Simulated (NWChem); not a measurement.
Molecule: TiH₃O₂F₃; SMILES [F][Ti]([F])([OH])(<-[OH2])[F]

```xyz
9

Ti    -0.0233    -0.2405     0.0108
F      0.4586    -0.1394     1.6826
F     -1.6695     0.2478    -0.3845
F      1.2704     0.1611    -1.1236
O     -0.1248    -1.9766    -0.2277
H      0.4572    -2.7399    -0.1725
O      0.0736     2.0852     0.1178
H     -0.7852     2.3918    -0.2010
H      0.7152     2.3455    -0.5558
```
Atoms are numbered in this order, from 1.

Program: NWChem. Coordinates come from a PBE0/def2-SVP optimisation. Not confirmed as a minimum by frequencies.

**Question.** Taking B3LYP/pcseg-2 as the yardstick, which of these has the fewest basis functions while keeping “dipole (D)” within 0.2 D of it: B3LYP/aug-pcseg-1; B3LYP/3-21G; B3LYP/pcseg-1?

**Answer.** B3LYP/pcseg-1.
```json
[
 {"level": "B3LYP/3-21G", "basis functions": "78", "dipole (D)": "2.25", "relative time (rough)": "1"},
 {"level": "B3LYP/pcseg-1", "basis functions": "116", "dipole (D)": "1.89", "relative time (rough)": "4"},
 {"level": "B3LYP/aug-pcseg-1", "basis functions": "189", "dipole (D)": "1.75", "relative time (rough)": "10"},
 {"level": "B3LYP/pcseg-2", "basis functions": "248", "dipole (D)": "1.84", "relative time (rough)": "20"}
]
```

The yardstick is one finite set, not the basis-set limit.
